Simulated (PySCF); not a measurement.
N-silylprop-2-yn-1-amine (C3H7NSi), SMILES C#CCN[SiH3].

Geometry optimised at PBE0-D3(BJ)/def2-SVP. One conformer was computed; it need not be the lowest.

Two levels are set side by side: PBE/def2-TZVP (PySCF) and PBE0/def2-TZVP (PySCF). Same geometry, gas phase. Differences are taken from unrounded values.

| quantity | PBE0 | PBE | PBE minus PBE0 |
|---|---|---|---|
| orbital gap (eV) | 7.37 | 5.11 | -2.26 |
| highest occupied level (eV) | -7.16 | -5.80 | 1.36 |
| lowest empty level (eV) | 0.20 | -0.69 | -0.89 |
| dipole moment (D) | 0.81 | 0.84 | 0.03 |
| mean polarisability (bohr³) | 66.9 | 69.4 | 2.5 |

PBE's occupied levels lie high since its potential decays too fast outside the molecule; exact exchange lowers them and widens the gap. Loosely held outer electrons make PBE densities more polarisable. Differences between two approximate levels are no errors against the true value.

Rough cost on one machine, each run with all the roots and properties that it gave: PBE0 against PBE within a factor of 2.
